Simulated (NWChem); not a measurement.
System: C4H5NS; SMILES c1sc(C)cn1

The following NWChem deck was run.

```
start job
memory heap 200 mb stack 900 mb global 1100 mb
geometry units angstroms noautoz
  C      0.157379     2.253165     0.000000
  C      0.220207     0.755784     0.000000
  C      1.323949    -0.052643     0.000000
  N      1.105725    -1.412638     0.000000
  C     -0.167557    -1.666096     0.000000
  S     -1.205186    -0.255506     0.000000
  H     -0.362446     2.641350     0.884149
  H     -0.362446     2.641350    -0.884149
  H      1.172104     2.663779     0.000000
  H      2.344630     0.315789     0.000000
  H     -0.591794    -2.663697     0.000000
end
basis spherical
  * library def2-tzvp
end
dft
  xc m06-2x
  iterations 150
  semidirect filesize 400000000
  mulliken
end
task dft energy
```

Structure relaxed at the B3LYP/6-31G* (spherical d) level.

### Question
What results follow from this input? (M06-2X/def2-TZVP.) Quantities: energy (Ha); highest occupied level (eV); orbital gap (eV); dipole (D).

### Answer
The energy (Ha) is -608.35. The highest occupied level (eV) is -8.13 and the orbital gap (eV) comes out as 8.24. The dipole (D) is 2.04.
